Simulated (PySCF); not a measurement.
**Electron correlation in Ta²⁺ (tantalum, charge +2)**

[Xe] 4f14 5d2 6s1, high-spin 4F determinant (an excited configuration). All numbers are calculated (PySCF 2.14, scalar relativity by spin-free X2C-1e, in ANO-RCC-VTZP (8s7p5d3f2g1h, 104 functions)). Frozen: [Xe] 4f14; 3 electrons correlated.

```json
{"level": "CCSD", "correlation energy (mhartree)": "-13.63"}
{"level": "(T)", "correlation energy (mhartree)": "-0.06"}
{"level": "CCSD(T)", "correlation energy (mhartree)": "-13.69"}
```

Diagnostics: T1 = 0.0017, D1 = 0.0038, largest double amplitude 0.027.

Is a single reference adequate?

Yes, within this model without spin-orbit coupling: T1 lies below 0.03 and no double amplitude reaches 0.07.
